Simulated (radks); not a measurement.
Problem. The mean radii <r> (bohr) of the occupied orbitals of an atom or ion are listed with their occupations. Calculated with a radial shooting solver on a logarithmic mesh with Libxc functionals: scalar-relativistic Kohn-Sham, PBE, spin-unpolarised, spherical densities, finite nucleus; Fermi nuclear charge, rms radius of each element as measured or else 0.836 A^(1/3) + 0.57 fm.

| orbital | occ. | <r> |
|---|---|---|
| 1s | 2 | 0.5819 |
| 2s | 1 | 3.907 |

Name the element and its charge.

Solution. Z = 3, lithium, charge 0: Li in [He] 2s1. The 1s radius gives Z: for a bare nucleus <r> = (2 gamma + 1)/(2Z) with gamma = sqrt(1 - (Z/c)^2), 0.4999 bohr for Z = 3, and screening makes it slightly larger (0.5819 here). The occupations add up to 3, and the charge is Z minus that.
